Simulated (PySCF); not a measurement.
A species of formula C6H12O2Si has this rotational fingerprint, computed with PBE0/pcSseg-1 in PySCF (dipole) on a GFN2-xTB geometry, gas phase:

- Rotational constants: A = 2354, B = 957.9, C = 716.5 MHz
- Dipole components: |μa| = 2.86 D, |μb| = 1.21 D, |μc| = 0.85 D
- Inertial defect: -36.89 u·Å²
- κ: -0.71

Question: Which structure is it? (One computed conformer of each.)
A. `[CH3:1][CH2:2][C@H:3]1[CH2:4][O:5][CH2:6][C:7](=[O:8])[SiH2:9]1` with C1–C2–C3–C4 175°, C2–C3–C4–O5 -177°, C3–C4–O5–C6 -83°, C4–O5–C6–C7 64°, O5–C6–C7–O8 154°
B. `[CH2:1]=[CH:2][O:3][C@@H:4]1[CH2:5][O:6][CH2:7][CH2:8][SiH2:9]1` with C1–C2–O3–C4 0°, C2–O3–C4–C5 -162°, O3–C4–C5–O6 -178°, C4–C5–O6–C7 74°, C5–O6–C7–C8 -73°, O6–C7–C8–Si9 55°
C. `[CH3:1][C:2](=[O:3])[C@@:4]1([CH3:5])[CH2:6][C@@H:7]1[O:8][SiH3:9]` with C1–C2–C4–C5 6°, C6–C7–O8–Si9 98°

Answer: A. It is CC[C@H]1COCC(=O)[SiH2]1, an asymmetric top, point group C1. The candidates at the same level (rigid rotor, commonest isotopes):

```
                        SMILES  A (MHz)  B (MHz)  C (MHz)  μa (D)  μb (D)  μc (D)  Δ (u·Å²)  point group                        rotor
        C=CO[C@@H]1COCC[SiH2]1     2630    923.7    754.1    0.59    1.10    0.23    -69.11           C1               asymmetric top
       CC[C@H]1COCC(=O)[SiH2]1     2354    957.9    716.5    2.86    1.21    0.85    -36.89           C1               asymmetric top
CC(=O)[C@@]1(C)C[C@@H]1O[SiH3]     2912    712.4    657.6    0.76    2.04    0.19   -114.45           C1  near-prolate asymmetric top
```

`C=CO[C@@H]1COCC[SiH2]1` has A 12 % too high; `CC(=O)[C@@]1(C)C[C@@H]1O[SiH3]` has B 26 % too low. No structure here is proved a minimum.
